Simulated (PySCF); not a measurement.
Simulation results for BH$_{5}$NOSi, CH$_{4}$BNO, BH$_{4}$N$_{2}$Si, B$_{2}$H$_{5}$NO

Calculation on a computer-drawn molecule: the log of a Hartree-Fock and frozen-core CCSD(T) single point meant for a local Hartree-Fock minimum, with one planted fault or none, to be diagnosed. Offsets are logged minus clean, where the clean run is the same molecule without the fault. The reference is restricted for singlets and unrestricted otherwise, and also for a bond in bohr or an excited solution. Adding or removing an electron swaps singlet and doublet. The excited solution moves the top pair (singlet) or top alpha electron (doublet) to the lowest empty orbital. Highest occupied and lowest empty are orbital energies over both spins, largest force is the largest gradient component, triples share is (T) over the correlation energy, the T1 limit is 0.02 restricted and 0.045 unrestricted, electrons count all cores, a negative frequency is imaginary (commonest isotopes), and the dipole is about the centre of nuclear charge. Program: PySCF 2.14.0.

Common to all runs: logged SCF converged yes; possible faults no fault, one electron removed, one electron added, multiplicity raised by two, geometry at a saddle point, SCF held on an excited solution, minimal basis STO-3G, one bond length entered in bohr, all coordinates scaled.

(1) 
```xyz
9
formula=BH5NOSi meant_charge=1 meant_multiplicity=1 meant_basis=cc-pV(D+d)Z logged_electrons=38 logged_basis_functions=90 logged_spin_squared=0 logged_highest_occupied=-16.335 logged_lowest_empty=-5.9294 logged_largest_force=2.219e-05 logged_lowest_frequency=128.39 logged_T1_diagnostic=0.016806 logged_D1_diagnostic=0.064053 logged_triples_share=0.026728 logged_CC_converged=yes logged_dipole_magnitude=4.5621 logged_SCF_stable_within_its_kind=yes logged_energy_HF=-445.65656 logged_energy_CCSD(T)=-446.22691 planted_fault=no_fault HF_energy_offset_from_clean_run=0 CCSD(T)_energy_offset_from_clean_run=0
N      0.1133     0.9060     1.4458
B      0.1152     1.6726     0.3010
O      0.7098     2.8682     0.2062
Si    -0.8984     0.8178    -1.3139
H     -0.3169     0.0120     1.5587
H      0.5759     1.2338     2.2755
H      0.6904     3.3655    -0.5958
H     -1.0393     1.4309    -2.6424
H     -1.5587    -0.4919    -1.2301
```

Units: logged_highest_occupied, logged_lowest_empty in eV; logged_largest_force in hartree/bohr; logged_lowest_frequency in cm⁻¹; logged_dipole_magnitude in debye; logged_energy_HF, logged_energy_CCSD(T) in hartree; HF_energy_offset_from_clean_run, CCSD(T)_energy_offset_from_clean_run in kcal/mol.

Drawn bonds:
| atom | other atom | order |
| --- | --- | --- |
| 1 | 2 | 1 |
| 2 | 3 | 1 |
| 2 | 4 | 1 |
| 1 | 5 | 1 |
| 1 | 6 | 1 |
| 3 | 7 | 1 |
| 4 | 8 | 1 |
| 4 | 9 | 1 |

(2) 
```xyz
8
formula=CH4BNO meant_charge=0 meant_multiplicity=1 meant_basis=cc-pVDZ logged_electrons=29 logged_basis_functions=76 logged_spin_squared=0.7574 logged_highest_occupied=-16.566 logged_lowest_empty=-5.2899 logged_largest_force=0.092884 logged_T1_diagnostic=0.024294 logged_D1_diagnostic=0.12649 logged_triples_share=0.029342 logged_CC_converged=yes logged_dipole_magnitude=3.9307 logged_SCF_stable_within_its_kind=yes logged_energy_HF=-193.93712 logged_energy_CCSD(T)=-194.51999 planted_fault=one_electron_removed HF_energy_offset_from_clean_run=144.8 CCSD(T)_energy_offset_from_clean_run=163.9
N      1.2116     1.6222     1.1852
B      0.6293     1.0815     0.0732
C     -0.0013     0.5793    -1.0681
O      0.1635    -0.6063    -1.7488
H      0.8511     1.4870     2.1077
H      2.0242     2.2030     1.1452
H     -0.7617     1.1926    -1.5383
H      0.8280    -1.1276    -1.3270
```

Units: logged_highest_occupied, logged_lowest_empty in eV; logged_largest_force in hartree/bohr; logged_dipole_magnitude in debye; logged_energy_HF, logged_energy_CCSD(T) in hartree; HF_energy_offset_from_clean_run, CCSD(T)_energy_offset_from_clean_run in kcal/mol.

Drawn bonds:
| atom | other atom | order |
| --- | --- | --- |
| 1 | 2 | 1 |
| 2 | 3 | 2 |
| 3 | 4 | 1 |
| 1 | 5 | 1 |
| 1 | 6 | 1 |
| 3 | 7 | 1 |
| 4 | 8 | 1 |

(3) 
```xyz
8
formula=CH4BNO meant_charge=0 meant_multiplicity=1 meant_basis=cc-pVDZ logged_electrons=30 logged_basis_functions=76 logged_spin_squared=0 logged_highest_occupied=-3.3786 logged_lowest_empty=-0.21164 logged_largest_force=0.080297 logged_dipole_magnitude=1.042 logged_SCF_stable_within_its_kind=no logged_energy_HF=-193.85907 planted_fault=SCF_held_on_an_excited_solution HF_energy_offset_from_clean_run=193.8
N      1.2116     1.6222     1.1852
B      0.6293     1.0815     0.0732
C     -0.0013     0.5793    -1.0681
O      0.1635    -0.6063    -1.7488
H      0.8511     1.4870     2.1077
H      2.0242     2.2030     1.1452
H     -0.7617     1.1926    -1.5383
H      0.8280    -1.1276    -1.3270
```

Units: logged_highest_occupied, logged_lowest_empty in eV; logged_largest_force in hartree/bohr; logged_dipole_magnitude in debye; logged_energy_HF in hartree; HF_energy_offset_from_clean_run in kcal/mol.

Drawn bonds:
| atom | other atom | order |
| --- | --- | --- |
| 1 | 2 | 1 |
| 2 | 3 | 2 |
| 3 | 4 | 1 |
| 1 | 5 | 1 |
| 1 | 6 | 1 |
| 3 | 7 | 1 |
| 4 | 8 | 1 |

Notes: coupled-cluster numbers left out as unreliable.

(4) 
```xyz
8
formula=BH4N2Si meant_charge=0 meant_multiplicity=2 meant_basis=cc-pV(D+d)Z logged_electrons=37 logged_basis_functions=85 logged_spin_squared=3.7688 logged_highest_occupied=-3.6758 logged_lowest_empty=0.044016 logged_largest_force=0.22156 logged_T1_diagnostic=0.072174 logged_D1_diagnostic=0.44613 logged_triples_share=0.031026 logged_CC_converged=yes logged_dipole_magnitude=1.0755 logged_SCF_stable_within_its_kind=yes logged_energy_HF=-424.68069 logged_energy_CCSD(T)=-425.19193
N     -0.7781     0.7512    -3.8157
B     -0.5999     0.4646    -2.4697
N     -0.4618     0.1875    -1.2534
Si    -0.3389    -0.0568     0.4141
H     -0.9693     1.6878    -4.1074
H     -0.3084     0.2062    -4.5095
H      1.0745    -0.2045     0.8480
H     -1.0994    -1.2542     0.8554
```

Units: logged_highest_occupied, logged_lowest_empty in eV; logged_largest_force in hartree/bohr; logged_dipole_magnitude in debye; logged_energy_HF, logged_energy_CCSD(T) in hartree.

Drawn bonds:
| atom | other atom | order |
| --- | --- | --- |
| 1 | 2 | 1 |
| 2 | 3 | 2 |
| 3 | 4 | 1 |
| 1 | 5 | 1 |
| 1 | 6 | 1 |
| 4 | 7 | 1 |
| 4 | 8 | 1 |

Notes: T1 above single-reference limit.

(5) 
```xyz
9
formula=B2H5NO meant_charge=0 meant_multiplicity=1 meant_basis=cc-pVDZ logged_electrons=30 logged_basis_functions=81 logged_spin_squared=0.7478 logged_highest_occupied=-10.64 logged_lowest_empty=2.4732 logged_largest_force=0.022906 logged_T1_diagnostic=0.057148 logged_D1_diagnostic=0.26864 logged_triples_share=0.035032 logged_CC_converged=yes logged_dipole_magnitude=0.59363 logged_SCF_stable_within_its_kind=yes logged_energy_HF=-181.52771 logged_energy_CCSD(T)=-182.10772
N     -0.8102    -0.9492    -1.3168
B      0.4372    -0.4314    -0.9720
B      0.6704     0.6752     0.3249
O      0.5050     0.2726     1.6119
H     -0.9470    -1.5803    -2.0788
H     -2.3973    -0.5747    -0.3664
H      1.3710    -0.7822    -1.6567
H      0.9989     1.8281     0.1318
H      0.6803     0.9488     2.2483
```

Units: logged_highest_occupied, logged_lowest_empty in eV; logged_largest_force in hartree/bohr; logged_dipole_magnitude in debye; logged_energy_HF, logged_energy_CCSD(T) in hartree.

Drawn bonds:
| atom | other atom | order |
| --- | --- | --- |
| 1 | 2 | 1 |
| 2 | 3 | 1 |
| 3 | 4 | 1 |
| 1 | 5 | 1 |
| 1 | 6 | 1 |
| 2 | 7 | 1 |
| 3 | 8 | 1 |
| 4 | 9 | 1 |

Notes: T1 above single-reference limit.

To be estimated
1. Which fault was planted in the run of BH$_{4}$N$_{2}$Si (entry 4)?
2. Give the missing planted fault for B$_{2}$H$_{5}$NO (entry 5).

Calculated values
1. multiplicity raised by two
2. one bond length entered in bohr, row 5 of the drawn bonds

Further results for BH$_{4}$N$_{2}$Si (entry 4):

```
HF energy offset from clean run      : 135.3 kcal/mol
CCSD(T) energy offset from clean run : 149.9 kcal/mol
```

Further results for B$_{2}$H$_{5}$NO (entry 5):

```
HF energy offset from clean run      : 92.4 kcal/mol
CCSD(T) energy offset from clean run : 91.8 kcal/mol
```
